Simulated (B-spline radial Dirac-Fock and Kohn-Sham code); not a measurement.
The L3 (2p3/2) hole of strontium ions: width and yield against charge

Model: a relativistic independent-particle model: LDA orbitals of the hole state, radiative multipoles to third order, Auger rates from the Coulomb interaction with a continuum orbital, Dirac-Fock energies. Program: a radial atomic solver. Tabulated ground configurations, configuration averages; single configurations, so decays that open only by mixing (as 1s 2s² with 1s 2p² in Be-like ions) are missing and such tiny yields are far too low.

| ion | configuration | radiative (eV) | non-radiative (eV) | yield |
| --- | --- | --- | --- | --- |
| Sr | [Kr] 5s2 | 0.0349 | 1.32 | 0.0257 |
| Sr⁺ | [Kr] 5s1 | 0.0349 | 1.33 | 0.0256 |
| Sr²⁺ | [Ar] 3d10 4s2 4p6 | 0.0349 | 1.33 | 0.0256 |
| Sr⁵⁺ | [Ar] 3d10 4s2 4p3 | 0.0352 | 1.31 | 0.0262 |
| Sr⁶⁺ | [Ar] 3d10 4s2 4p2 | 0.0354 | 1.30 | 0.0266 |
| Sr⁷⁺ | [Ar] 3d10 4s2 4p1 | 0.0356 | 1.29 | 0.0269 |

Values without a named source are computed, but for edge energies of neutral atoms, which are taken from tables.
